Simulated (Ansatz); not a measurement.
Computed with Ansatz.

A structure relaxed at PBE0-D4/def2-TZVP, charge 0, multiplicity 1:

```xyz
14

C    -0.4773   -1.5662   -0.2289
N     0.1451   -0.2682   -0.2074
C     1.3138   -0.2000   -1.0525
Al   -0.4300    1.1088    0.7358
O    -1.8006    1.0696    1.7316
O     0.4585    2.5459    0.6226
H    -1.3574   -1.5925    0.4193
H    -0.8058   -1.8453   -1.2411
H     0.2088   -2.3538    0.1164
H     1.7614    0.7950   -1.0129
H     2.0792   -0.9266   -0.7426
H     1.0665   -0.4171   -2.1020
H    -2.3718    0.3165    1.8604
H     0.2097    3.3340    1.1013
```

Give its formula and SMILES.

C2H8AlNO2, `C[N](C)[Al]([OH])[OH]`.

Point group (tolerance 0.08 Å, 0.16 Å for H)?

Cs.

Summarise the bond lengths by kind.

2 × C–N 1.440 to 1.444 Å; 6 × C–H 1.092 to 1.100 Å; 1 × Al–N 1.765 Å; 2 × Al–O 1.693 to 1.695 Å; 2 × H–O 0.954 to 0.955 Å.
